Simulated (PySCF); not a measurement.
Start geometry of `[CH3][Ge]([CH3])([CH3])[CH3]` from GFN2-xTB (Å):
```
atom  x, y, z in Å
C1    -0.452   -1.025   -1.650
Ge2   -0.007   -0.005   -0.004
C3    -0.042    1.948   -0.387
C4    -1.288   -0.410    1.422
C5     1.811   -0.544    0.593
H6    -1.466   -0.716   -2.006
H7    -0.457   -2.072   -1.474
H8     0.252   -0.782   -2.454
H9     0.238    2.522    0.530
H10   -1.009    2.269   -0.695
H11    0.682    2.197   -1.150
H12   -2.318   -0.125    1.126
H13   -1.356   -1.464    1.642
H14   -1.099    0.130    2.345
H15    1.846   -1.612    0.819
H16    2.554   -0.307   -0.152
H17    2.094    0.009    1.505
```

Task: What comes out of this run: PBE0-D3(BJ)/def2-TZVP geometry optimisation, gas phase in PySCF?

Result: 
```
atom  x, y, z in Å
C1     0.0592   -1.1174   -1.6065
Ge2    0.0009    0.0007    0.0004
C3    -0.0947    1.8862   -0.5205
C4    -1.5801   -0.4665    1.0578
C5     1.6122   -0.3006    1.0718
H6    -0.7895   -0.8975   -2.2573
H7     0.0198   -2.1756   -1.3402
H8     0.9770   -0.9389   -2.1697
H9    -0.0739    2.5310    0.3601
H10   -1.0162    2.0874   -1.0703
H11    0.7502    2.1517   -1.1591
H12   -2.4932   -0.2703    0.4927
H13   -1.5643   -1.5245    1.3265
H14   -1.6146    0.1199    1.9785
H15    1.6864   -1.3484    1.3693
H16    2.5075   -0.0422    0.5027
H17    1.5918    0.3115    1.9756
```

The energy falls by 0.112 eV over 7 energy and gradient evaluations, the largest force component goes from 0.0325 to 2.8e-04 Eh/bohr, and the atoms move by 0.056 Å rms after alignment. The bond that changes most is Ge2–C3 (ends: germanium bonded to 4 C; sp3 carbon bound to germanium), which shortens by 0.032 Å. Bonds longer at the end by more than 0.005 Å: 6 of 16; shorter: 7. Among the angles that change most is H12–C4–H13, from 104.3° to 108.3°. The orientation of the end geometry is arbitrary; only internal coordinates are fixed.

The run used 244 basis functions and 44 SCF cycles in all.

Whether it is a minimum is left open (no frequencies).
